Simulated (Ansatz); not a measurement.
Relaxation of CH$_{6}$ClSn (9 atoms, charge 0, multiplicity 2), to a largest force component of 0.03 eV/Å in at most 50 steps.

All numbers below come from UKS BHLYP/def2-SVP in Ansatz 0.2.0.

```xyz
9
Properties=species:S:1:pos:R:3:forces:R:3
Sn 0.027 -0.045 -0.367 0.00 0.00 -0.16
H -0.008 0.013 2.576 0.01 -0.01 0.37
H 1.605 0.050 -1.051 0.03 0.00 0.01
Cl -1.094 1.896 -1.138 -0.02 0.03 0.00
H -0.845 -1.364 -1.051 -0.02 -0.02 0.01
C -0.001 0.001 3.678 -0.01 0.02 -0.35
H -0.557 -0.870 4.027 0.00 0.00 0.04
H 1.032 -0.050 4.025 0.00 0.00 0.04
H -0.472 0.915 4.042 0.01 -0.02 0.04
```

Question: Where does it end, and by what steps?

Answer: The run converged. The force dipped under the threshold on the way, but the program's further checks kept it going. After 5 steps the energy has fallen by 0.039 eV; Sn1 moved furthest, 0.44 Å.

```
step  energy less start (eV)  largest force component (eV/Å)  accepted
   0                  0.0000                           0.372       yes
   1                 -0.0241                           0.167       yes
   2                 -0.0346                           0.090       yes
   3                 -0.0380                           0.023       yes
   4                 -0.0388                           0.036       yes
   5                 -0.0391                           0.027       yes
```

```xyz
9
Properties=species:S:1:pos:R:3
Sn 0.015 -0.024 -0.805
H 0.017 -0.031 2.920
H 1.601 0.070 -1.469
Cl -1.106 1.917 -1.576
H -0.860 -1.351 -1.468
C 0.008 -0.013 4.011
H -0.552 -0.873 4.385
H 1.032 -0.056 4.386
H -0.468 0.907 4.355
```

Whether the end is a true minimum wasn't checked by a vibrational analysis.

Time of the run: 10 s on 4 threads of Arm Neoverse V2 (shared host), peak memory 0.25 GiB.
